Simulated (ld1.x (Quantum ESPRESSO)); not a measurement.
**Before and after: TM potential for rhodium**

- Element: Rh (Z = 45)
- Generator: ld1.x (Quantum ESPRESSO) 7.5
- Type: norm-conserving Troullier–Martins (Kleinman–Bylander form)
- Functional: revPBE
- Relativity: scalar-relativistic
- Frozen core: [Kr]
- Valence charge: 9
- Reference configuration: 4d8 5s0.5 5p0 (charge +0.5)
- Partial waves: 5p (bound, empty): rc 2.85 bohr; 4d (bound): rc 2.05 bohr; 4f channel at 0.05 Ry: rc 2.45 bohr; 5s (bound): rc 2.30 bohr
- Local potential: the s channel
- Core correction: a·sin(br)/r model core, default radius (core density twice the valence density)

Change: wave 4d (bound): rc 2.05 bohr becomes 4d (bound): rc 2.46 bohr.

Cutoffs: the cutoffs (Ry, on a coarse ladder) from which the occupation-weighted sum of valence levels, in a spherical-Bessel basis at the reference potential, stays within 10 and 1 mRy of its value at 400 Ry; they do not see the model core or the augmentation charge, which bear on the density cutoff. Errors are all-electron minus pseudo energies relative to the spin-unpolarised reference configuration.

Q: What does the change do?

A: The potential gets softer (50 Ry and 55 Ry → 40 Ry and 55 Ry); of the 7 tests that both files solve, the error grows in 0 and shrinks in 2 by more than 15 % and 0.3 meV (median size 16.5 → 15.5 meV); neither file shows a bound ghost. A larger radius leaves more room for a smooth pseudo-wave, so fewer plane waves are needed.

```tsv
quantity	base	changed
cutoff, loose	50 Ry	40 Ry
cutoff, tight	55 Ry	55 Ry
loose cutoff by channel (10 mRy a level)	d 40 Ry, s 6 Ry	d 35 Ry, s 6 Ry
bound ghosts	none	none
error for 4d8 5s1 5p0, meV [ΔE -2.86 eV]	-2.0	-1.4
error for 4d8 5s0 5p0, meV [ΔE 4.47 eV]	-4.7	-4.1
error for 4d7 5s0 5p0, meV [ΔE 23.89 eV]	-143	-136
error for 4d9 5s0 5p0, meV [ΔE -3.81 eV]	-71	-64
error for 4d8 5s0 5p1, meV [ΔE 0.70 eV]	-0.8	-0.9
error for 4d8.5 5s0.5 5p0, meV [ΔE -3.51 eV]	-16	-16
error for 4d7 5s2 5p0, meV [ΔE -0.34 eV]	-161	-125
s: phases at 3.12 bohr within 0.05 rad from the reference energy up to (Ry; the scan ends near 5)	1.8	1.8
p: phases at 3.12 bohr within 0.05 rad from the reference energy up to (Ry; the scan ends near 5)	2.5	2.5
d: phases at 3.12 bohr within 0.05 rad from the reference energy up to (Ry; the scan ends near 5)	0.5	0.4
f: phases at 3.12 bohr within 0.05 rad from the reference energy up to (Ry; the scan ends near 5)	2.7	2.7
```
